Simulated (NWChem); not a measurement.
Species: InHF2; SMILES [F][InH][F]

```xyz
4

In     0.0000     0.0000    -0.2784
H      0.0000     0.0000    -1.9715
F     -1.5765     0.0000     0.8675
F      1.5765     0.0000     0.8675
```
Atoms are numbered in this order, from 1.

The geometry was optimised at PBE0/def2-SVP. def2 effective core potentials on In; no spin-orbit coupling.

Symmetry labels are those of C2v in the frame above (b1 and b2, or b-type labels, depend on it).

List the 4 lowest vertical singlet excitations from PBE/def2-SVP with def2 effective core potentials on In, TDA (NWChem).


```tsv
state	energy (eV)	oscillator strength	symmetry	leading excitation (squared amplitude)
S1	5.50	0.010	b1	HOMO−1 → LUMO (0.90)
S2	5.53	0.000	a2	HOMO−2 → LUMO (0.97)
S3	5.56	0.042	a1	HOMO → LUMO (0.90)
S4	5.64	0.006	b2	HOMO → LUMO+1 (0.99)
```
